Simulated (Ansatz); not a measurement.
Basis-set extrapolation for C10H23P, SMILES `CC(C)P(C(C)C)C(C)(C)C` (PBE0-D4/def2-TZVP geometry, frozen core, Ansatz). Multiplicity 1, RHF reference.

```json
{"": "HF", "def2-TZVPP": "-732.948679", "def2-QZVPP": "-732.976841"}
{"": "MP2 correlation", "def2-TZVPP": "-1.947671", "def2-QZVPP": "-2.068425"}
{"": "CCSD(T) correlation", "def2-TZVPP": "-2.151570", "def2-QZVPP": "not run"}
```

Energies in hartree. Use E(X) = E(∞) + A·exp(−7.88·√X) for Hartree–Fock and E(X) = E(∞) + B·X^(−2.97) for correlation, with X = 3 and 4, and add CCSD(T) minus MP2 of the smaller set to the MP2 limit.

Q: What is the CCSD(T) energy at the basis-set limit?

A: HF limit: -732.976841 + (-0.028162) × 0.13774 = -732.98072. MP2 limit: -2.068425 + (-0.120754) × 0.74074 = -2.15787. Higher-order term: -2.151570 − (-1.947671) = -0.20390. Total: -735.34249 hartree, 6.59 eV below CCSD(T)/def2-TZVPP.
